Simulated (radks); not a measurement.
Charge is removed step by step from the 5p down level of neutral erbium, starting from [Kr] 4d10 4f12 5s2 5p(up 3, down 3) 6s2. Calculated with a radial shooting solver on a logarithmic mesh with Libxc functionals: scalar-relativistic Kohn-Sham, LDA (Slater exchange, Perdew-Wang correlation), spin-polarised, spherical densities, finite nucleus; open shells are filled with parallel spins first (spin-orbit coupling, left out, can overturn this in heavy ions); Fermi nuclear charge, rms radius 5.2516 fm.

removed (e)  E - E(0) (eV)  eigenvalue (eV)  E minus straight line (eV)
0                    0.000          -26.234                       0.000
0.1                  2.670          -27.238                      -0.480
0.2                  5.441          -28.265                      -0.859
0.3                  8.316          -29.314                      -1.133
0.4                 11.297          -30.381                      -1.302
0.5                 14.386          -31.466                      -1.363
0.6                 17.584          -32.568                      -1.315
0.7                 20.893          -33.685                      -1.156
0.8                 24.314          -34.816                      -0.885
0.9                 27.849          -35.960                      -0.500
1                   31.499          -37.118                       0.000

Removing the whole electron costs 31.499 eV by Delta-SCF, against 26.234 eV from minus the eigenvalue at the starting occupation. Slater's transition state (half an electron removed) gives 31.466 eV. Integrating minus the eigenvalue over the occupation (Janak's theorem) gives 31.535 eV. In this scalar-relativistic scheme the density is built from large components alone, so the theorem holds only approximately. The mean slope of the eigenvalue, de/dn, is 10.9 eV per electron.
